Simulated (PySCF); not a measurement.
Li(Me) cation (CH3Li), SMILES [Li][CH3] (connectivity only; charge and spin as stated), charge +1, multiplicity 2. Coordinates come from a PBE-D3(BJ)/def2-TZVPD optimisation. The spin state was assumed, not searched. The isomer is the one that the SMILES or the coordinates give; other isomers of the formula were not compared.

These are PBE-D3(BJ)/def2-TZVPD in PySCF values and carry that method's errors.

Harmonic wavenumbers (cm⁻¹): 229, 229, 303, 881, 1349, 1349, 2997, 3170, 3170. Rotational constants (GHz): 141.5, 18.61, 18.61; symmetry number 3.

### Question
Work out the zero-point energy and the ideal-gas rigid-rotor harmonic-oscillator thermochemistry at 298.15 K and 1 atm.

### Answer
ZPE = ½ Σ hcν = ½ × 13679 cm⁻¹ = 19.55 kcal/mol. H − E(el) = 22.88 kcal/mol. Entropy in cal/(mol K): translation 35.20, rotation 17.24, vibration 5.37, spin 1.38, total 59.19. G − E(el) = 5.24 kcal/mol. Cp = 13.99 cal/(mol K).
